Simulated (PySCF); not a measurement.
H7Si3, SMILES [SiH]([SiH3])[SiH3], multiplicity 2.

Geometry optimised at B3LYP-D3(BJ)/def2-SVP. The isomer is the one that the SMILES or the coordinates give; other isomers of the formula were not compared.

Level of theory: SMD-ωB97X/def2-SVP (PySCF).

Solvation free energies are E(SMD) − E(gas) at the gas-phase geometry, for 1 M in both phases. In vacuum the dipole moment is 0.07 D.

```tsv
solvent	ΔG(solv) (kcal/mol)	its non-electrostatic (CDS) part	dipole (D)
water	3.4	3.8	0.12
cyclohexanone	?	?	?
ethanol	-0.8	-0.4	0.11
```

**Question.** Some entries are withheld; supply them. (An estimate is asked for; the answer gives what the named calculation found.)

**Answer.** 
- cyclohexanone, ΔG(solv) (kcal/mol): 0.2
- cyclohexanone, its non-electrostatic (CDS) part: 0.5
- cyclohexanone, dipole (D): 0.11
